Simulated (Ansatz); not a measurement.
`B[SiH](C)OC`. The species carries charge 0 and has multiplicity 1. The structure was optimised at the PBE0-D4/def2-TZVP level. It is one conformer, not always the lowest.

```xyz
14

B    -0.883   -2.291   -0.021
Si    0.091   -0.558    0.227
C     1.131   -0.126   -1.274
O    -0.993    0.642    0.572
C    -0.597    1.940    0.936
H    -0.261   -3.285   -0.269
H    -2.070   -2.399    0.071
H     1.028   -0.699    1.393
H     1.681    0.804   -1.116
H     0.513   -0.009   -2.168
H     1.861   -0.917   -1.466
H    -1.481    2.495    1.257
H    -0.143    2.476    0.093
H     0.123    1.927    1.764
```

(1) What is the dipole moment at r2SCAN/def2-TZVPP? (An estimate is asked.)

(2) And with PBE, B3LYP, ωB97M-V? (Estimate.)

(3) Give the Mulliken charges with r2SCAN, B3LYP, PBE in def2-TZVPP. (An estimate is asked.)

## Answers

(1) Ansatz gave: 1.24 D, with components (0.85, 0.77, -0.46) D in this frame, pointing from negative to positive charge.

(2) Computed: PBE 1.25 D, B3LYP 1.20 D, ωB97M-V 1.17 D.

(3) The calculation gave: 
```json
{"atom": "B1", "r2SCAN": "-0.04", "B3LYP": "-0.07", "PBE": "-0.05"}
{"atom": "Si2", "r2SCAN": "0.45", "B3LYP": "0.42", "PBE": "0.34"}
{"atom": "C3", "r2SCAN": "-0.32", "B3LYP": "-0.40", "PBE": "-0.39"}
{"atom": "O4", "r2SCAN": "-0.40", "B3LYP": "-0.39", "PBE": "-0.32"}
{"atom": "C5", "r2SCAN": "0.00", "B3LYP": "-0.13", "PBE": "-0.15"}
{"atom": "H6", "r2SCAN": "0.01", "B3LYP": "0.05", "PBE": "0.03"}
{"atom": "H7", "r2SCAN": "0.02", "B3LYP": "0.06", "PBE": "0.04"}
{"atom": "H8", "r2SCAN": "-0.12", "B3LYP": "-0.12", "PBE": "-0.11"}
{"atom": "H9", "r2SCAN": "0.07", "B3LYP": "0.10", "PBE": "0.10"}
{"atom": "H10", "r2SCAN": "0.08", "B3LYP": "0.10", "PBE": "0.11"}
{"atom": "H11", "r2SCAN": "0.08", "B3LYP": "0.10", "PBE": "0.11"}
{"atom": "H12", "r2SCAN": "0.06", "B3LYP": "0.11", "PBE": "0.11"}
{"atom": "H13", "r2SCAN": "0.05", "B3LYP": "0.09", "PBE": "0.09"}
{"atom": "H14", "r2SCAN": "0.06", "B3LYP": "0.09", "PBE": "0.09"}
```

B3LYP here is the variant with VWN-RPA as its local correlation; programs differ in this.
